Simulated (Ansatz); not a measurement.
Consider the cleavage of the Ge–Ga bond: `[GaH2][GeH3]` + `OC[TeH]` → `OC[Te][GeH3]` + `[GaH3]`.

Isolated molecules relaxed with PBE0-D4/def2-TZVP in Ansatz; ΔE leaves out vibrations. CCSD(T)/CBS is the MP2 limit (def2-TZVPP, def2-QZVPP) plus CCSD(T) − MP2 in def2-TZVPP, frozen cores. DFT in def2-TZVPP. def2 core potentials past Kr. For Ga, Ge, Te outer-core shells are correlated without core-valence functions, which leaves a few kJ/mol of doubt a bond. Scalar relativity is left out up to krypton. Each species was taken in one conformer, which may not be the lowest.

`[GaH2][GeH3]`:

Cartesian coordinates in Å:
```
Ga -0.018 -0.776 -1.180
Ge -0.005 0.549 0.874
H -0.886 -0.323 -2.410
H 0.860 -2.074 -1.303
H 0.362 -0.278 2.120
H 1.046 1.672 0.754
H -1.359 1.231 1.145
```

`OC[TeH]`:

Z-matrix (Å, degrees):
```
C
Te 1 2.178
O 1 1.388 2 115.2
H 1 1.088 2 105.4 3 -118.4
H 1 1.093 2 105.3 3 126.2
H 2 1.658 1 93.0 3 -98.8
H 3 0.961 1 109.1 2 58.2
```

`OC[Te][GeH3]`:

Cartesian coordinates in Å:
```
O 2.120 -0.591 0.739
C 1.445 -0.553 -0.472
Te -0.498 -1.557 -0.480
Ge -1.790 0.557 0.119
H 1.587 -0.159 1.412
H 1.264 0.460 -0.842
H 2.042 -1.099 -1.200
H -1.333 1.109 1.483
H -1.559 1.641 -0.949
H -3.278 0.191 0.190
```

`[GaH3]`:

```xyz
4

Ga    0.000    0.000   -0.001
H     0.335   -1.496   -0.331
H     1.131    1.085   -0.045
H    -1.466    0.410    0.377
```

```
  level  ΔE (kJ/mol)
 PBE-D4        -20.5
ωB97X-V        -24.9
```

(1) What does CCSD(T)/CBS give? (Estimate.)

Largest T1 diagnostic among the species: 0.013.

Results:

(1) Ansatz gave: -24.2 kJ/mol. The listed levels differ from it by 3.7, -0.7 kJ/mol.

The D4 term adds −5.5 kJ/mol with B3LYP and −3.1 kJ/mol with PBE0; it sums over pairs of atoms, weighted by their polarisabilities, and B3LYP, whose exchange is more repulsive, gets the larger term.

B3LYP here is the variant with VWN-RPA as its local correlation; programs differ in this.
